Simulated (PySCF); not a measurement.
## A small calculation by hand: oscillator strength and radiative lifetime

Si(Cl)(SH) (ClHSSi), SMILES S[Si]Cl (connectivity only; charge and spin as stated), neutral, multiplicity 1.

The structure is a stationary point at PBE0-D3(BJ)/def2-TZVP. Other conformers were not sampled.

TDDFT-ωB97X/def2-SVPD (PySCF) puts the first singlet state with f over 0.02 at 3.68 eV (vertical), with the transition dipole (0.000, 0.000, -0.501) in atomic units.

Q: Find the oscillator strength, the wavelength and the radiative lifetime that this transition would have in vacuum if emission retraced absorption.

A: 
|μ|² = 0.2510 au, so |μ| = 1.27 D. ΔE = 3.68/27.211 = 0.1352 hartree. f = (2/3) ΔE |μ|² = 0.023 (the program prints 0.023).
λ = 1239.84/3.68 = 337 nm; ν = 29681 cm⁻¹.
Einstein's coefficient A = 0.6670 ν² f s⁻¹ (ν in cm⁻¹) = 1.3e7 s⁻¹, so τ = 1/A = 75 ns. This state is S1. The figure is the radiative limit of this one transition; relaxation, internal conversion, crossing to triplets and a medium change what is measured.
